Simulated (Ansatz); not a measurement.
An input meant for cyclo-(Cl2SnNH)3 (Sn₃N₃Cl₆H₃) (charge 0, singlet).

```yaml
crystal:
  periodic: [false, false, false]
  atoms:
    - {symbol: Sn, position_ang: [-1.934223, -0.490746, -0.511377]}
    - {symbol: Cl, position_ang: [-4.230292, -0.012972, -0.364678]}
    - {symbol: Cl, position_ang: [-1.731047, -2.426816, -1.856420]}
    - {symbol: N, position_ang: [-0.968190, 1.133421, -1.300901]}
    - {symbol: Sn, position_ang: [1.066089, 1.325343, -1.161251]}
    - {symbol: Cl, position_ang: [2.228118, -0.026480, -2.717253]}
    - {symbol: Cl, position_ang: [1.656757, 3.548727, -1.640103]}
    - {symbol: N, position_ang: [1.560797, 0.918492, 0.783669]}
    - {symbol: Sn, position_ang: [0.819923, -0.731177, 1.744137]}
    - {symbol: Cl, position_ang: [1.175286, -0.489974, 4.053925]}
    - {symbol: Cl, position_ang: [1.892433, -2.738631, 1.097798]}
    - {symbol: N, position_ang: [-1.195300, -0.746639, 1.381166]}
    - {symbol: H, position_ang: [-1.278403, 1.298592, -2.271855]}
    - {symbol: H, position_ang: [2.580032, 0.994268, 0.923231]}
    - {symbol: H, position_ang: [-1.641980, -1.555419, 1.839893]}
basis:
  gaussian: {orbitals: def2-mTZVP}
total_charge: 3
magnetization: {spin_polarized: true, initial_magnetization: 1}
hamiltonian: {xc: {name: LC-wPBE}}
scf: {omitted_lower_state_checks: [starts]}
output: {forces: true}
```

```sh
$ ansatz run in.yaml --threads 2 --pin off --events-out ev --progress --plain --max-ram 22528MiB --backend cuda --devices 0, --max-vram 18GiB
```

Output, abridged:

```
Functional definition: LC-wPBE
3051 factors; their error is unknown
981 factors; integrals over basis functions are off by at most 1.4e-5 eV
mean field evaluation 1: about -97060.8556 eV, gradient 8.8e1 eV
mean field evaluation 2: about -97002.6994 eV, gradient 1.3e2 eV
mean field evaluation 4: about -97093.3848 eV, gradient 1.5e1 eV
mean field evaluation 8: about -97096.0460 eV, gradient 9.4e-1 eV
mean field evaluation 16: about -97096.1905 eV, gradient 2.3e-1 eV
mean field evaluation 32: about -97096.1398 eV, gradient 1.3e-3 eV
mean field -97096.13977900 eV, -3568.2173227510 hartree, gradient 1.0e-5 eV, S^2 1.765408; 0 other end points of the search recorded, 0 dependent functions left out
reference -97096.13977901 eV, -3568.2173227515 hartree; 95, 94 occupied and 211, 212 virtual orbitals, 3051 factors
Total energy: -97096.13977901 eV, -3568.2173227515 hartree
Atom 0 at    -1.934223    -0.490746    -0.511377 Å, force     3.115137    -0.982942    -0.424693 eV/Å
Atom 1 at    -4.230292    -0.012972    -0.364678 Å, force    -1.546357     0.205753     0.014461 eV/Å
Atom 2 at    -1.731047    -2.426816    -1.856420 Å, force    -0.574076     1.433845     0.960169 eV/Å
Atom 3 at    -0.968190     1.133421    -1.300901 Å, force     0.300231    -0.568847    -0.207418 eV/Å
Atom 4 at     1.066089     1.325343    -1.161251 Å, force    -0.582372    -3.210441     0.373000 eV/Å
Atom 5 at     2.228118    -0.026480    -2.717253 Å, force    -0.694924     1.356812     0.988491 eV/Å
Atom 6 at     1.656757     3.548727    -1.640103 Å, force     0.470708     1.420796    -0.422469 eV/Å
Atom 7 at     1.560797     0.918492     0.783669 Å, force     0.065976    -0.530486    -0.368089 eV/Å
Atom 8 at     0.819923    -0.731177     1.744137 Å, force    -0.300115    -0.665058    -3.227541 eV/Å
Atom 9 at     1.175286    -0.489974     4.053925 Å, force     0.308076     0.039857     1.530253 eV/Å
Atom 10 at     1.892433    -2.738631     1.097798 Å, force    -0.674623     1.434916     0.884228 eV/Å
Atom 11 at    -1.195300    -0.746639     1.381166 Å, force     0.312278    -0.382510    -0.419168 eV/Å
Atom 12 at    -1.278403     1.298592    -2.271855 Å, force     0.110082    -0.001824     0.499722 eV/Å
Atom 13 at     2.580032     0.994268     0.923231 Å, force    -0.474439     0.032511    -0.020976 eV/Å
Atom 14 at    -1.641980    -1.555419     1.839893 Å, force     0.164419     0.417619    -0.159972 eV/Å
Dipole moment:    -0.644516     1.402698     0.953773 e Å
Checks for a lower state left out: starts
```

(1) Something in this input is off. What?

Results:

(1) The charge is far from what the species holds (3 typed, 0 meant). Self-consistency was reached. The result belongs to that input, not to the species as meant. The charge 3 doublet is spin-contaminated (final ⟨S²⟩ up to 1.77, 0.75 for a pure state).
